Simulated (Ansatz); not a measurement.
This geometry of CH6N2Si (10 atoms, charge 0, multiplicity 1) is a first-order saddle point.

The calculation used Ansatz, RKS PBE-D4/STO-3G.

```xyz
10
Properties=species:S:1:pos:R:3
C -1.815 0.845 -0.366
N -0.817 0.252 -0.976
Si 0.307 -0.665 0.167
N 1.911 -0.047 0.001
H -2.557 1.420 -0.971
H -2.035 0.854 0.734
H -0.096 -0.506 1.565
H 0.192 -2.057 -0.269
H 2.558 -0.427 -0.717
H 2.435 0.279 0.836
```

Q: Which two structures does it join? (They come from a converged band through this point; their orientation in space is the band's.)

A: No bond is made or broken. The height of N4 over the plane of its neighbours goes from 0.47 to -0.49 Å.

Initial state:

```xyz
10
Properties=species:S:1:pos:R:3
C -1.697 0.864 -0.362
N -0.703 0.225 -0.934
Si 0.306 -0.775 0.250
N 2.030 -0.314 0.226
H -2.360 1.506 -0.989
H -1.986 0.847 0.722
H -0.183 -0.622 1.620
H 0.213 -2.157 -0.202
H 2.361 -0.345 -0.783
H 2.101 0.721 0.456
```

Final state:

```xyz
10
Properties=species:S:1:pos:R:3
C -1.799 0.834 -0.411
N -0.784 0.204 -0.954
Si 0.311 -0.634 0.255
N 1.898 0.189 0.092
H -2.517 1.369 -1.076
H -2.054 0.910 0.679
H -0.111 -0.493 1.648
H 0.276 -2.053 -0.118
H 2.291 -0.070 -0.862
H 2.572 -0.306 0.751
```

Q: How far does it lie above each of them?

A: 0.172 eV above the first and 0.052 eV above the second. This is the barrier of this one path; another mechanism may lie lower. Limits of this set-up: minimal basis.

The run took 3.9 min on 1 thread of Arm Neoverse V1, with other jobs on the host, peak memory 0.2 GiB.
